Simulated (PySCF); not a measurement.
Computed shifts of a molecule C5H7BO, B3LYP/pcSseg-1 run with PySCF, GIAO, gas phase, equivalent atoms averaged, in ppm (number of nuclei): ¹³C: 221.0 (1), 150.3 (1), 89.3 (1), 81.0 (1), 7.6 (1). ¹H: 5.80 (2), 4.64 (2), 1.40 (3). References: ¹³C against TMS (σ = 181.3 ppm); ¹⁷O against H2O (σ = 333.8 ppm); ¹¹B against BF3 (σ = 86.3 ppm); ¹H against TMS (σ = 31.68 ppm), references at their B3LYP-D3(BJ)/def2-TZVP geometries, non-relativistic. Geometry optimised at B3LYP-D3(BJ)/def2-SVP. The values are those of a single conformer.

### Question
Which structure fits?
A. C=C=C1COB1C
B. C=C=C1OCB1C
C. CC#CB1CCO1
D. C/C=C/B1C=CO1

### Answer
B, C=C=C1OCB1C
